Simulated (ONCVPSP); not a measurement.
osmium (Os), ONCV: configuration errors across variants

* Element: osmium
* Generator: ONCVPSP 4.0.1
* Type: optimised norm-conserving Vanderbilt (ONCV)
* Functional: LDA (Perdew-Wang 92)
* Relativity: fully relativistic
* Frozen core: [Xe] 4f14
* Valence charge: 8
* Reference configuration: 5d6 6s1.5 6p0.5
* Partial waves: 6s: rc 2.65 bohr, ncon 4, nbas 8, qcut 2.5 1/bohr, 2 projectors, debl 0.9 Ha; 6p: rc 3.70 bohr, ncon 4, nbas 9, qcut 2.4 1/bohr, 3 projectors, debl 2.2 Ha; 5d: rc 1.75 bohr, ncon 3, nbas 6, qcut 6.4 1/bohr, 1 projector
* Local potential: polynomial inside 1.70 bohr (lpopt 4, dvloc0 0 Ha)
* Core correction: Teter function, fcfact 2.75, rcfact 1.8

Open shells are filled in proportion to 2j + 1.

All-electron excitation energies from the reference (eV): (1) 5d6 6s2 6p0 -2.503; (2) 5d6 6s1 6p0 7.358; (3) 5d6 6s0 6p0 24.635.

A true bound ghost makes a file unfit for plane-wave use even where its test errors are small: the radial tests pick states by their node count and pass the ghost by.

Errors AE − PS in meV (a dash: test not solved or not reliable):

| change | (1) | (2) | (3) | bound ghosts | GHOST(+) flags above zero |
| --- | --- | --- | --- | --- | --- |
| base | -2.2 | -30 | -224 | none | s, p3/2, p1/2 |
| all radii but the core radius scaled by about 0.81 (s 2.16, p 3.02, d 1.42 bohr); local potential polynomial inside 1.38 bohr (lpopt 4, dvloc0 0 Ha) | -3.1 | -29 | -221 | s | p3/2, p1/2 |
| all radii but the core radius scaled by about 0.90 (s 2.38, p 3.32, d 1.58 bohr); local potential polynomial inside 1.52 bohr (lpopt 4, dvloc0 0 Ha) | -2.9 | -30 | -223 | s | p3/2, p1/2 |
| all radii but the core radius scaled by about 0.96 (s 2.54, p 3.56, d 1.68 bohr); local potential polynomial inside 1.64 bohr (lpopt 4, dvloc0 0 Ha) | -2.4 | -30 | -223 | none | s, p3/2, p1/2 |
| all radii but the core radius scaled by about 1.13 (s 3.00, p 4.18, d 1.98 bohr); local potential polynomial inside 1.92 bohr (lpopt 4, dvloc0 0 Ha) | -1.8 | -31 | -232 | none | s, p3/2, p1/2 |
| all radii but the core radius scaled by about 1.23 (s 3.26, p 4.56, d 2.16 bohr); local potential polynomial inside 2.10 bohr (lpopt 4, dvloc0 0 Ha) | -1.9 | -33 | -246 | none | s, p3/2, p1/2 |
| all radii but the core radius scaled by about 1.33 (s 3.52, p 4.92, d 2.32 bohr); local potential polynomial inside 2.26 bohr (lpopt 4, dvloc0 0 Ha) | -2.4 | -35 | -269 | none | s, p3/2, p1/2 |

Task: Give the same row for: all radii but the core radius scaled by about 1.03 (s 2.74, p 3.82, d 1.80 bohr); local potential polynomial inside 1.76 bohr (lpopt 4, dvloc0 0 Ha).

Result: -2.1, -30, -225; bound ghosts: none; GHOST(+) flags above zero: s, p3/2, p1/2.
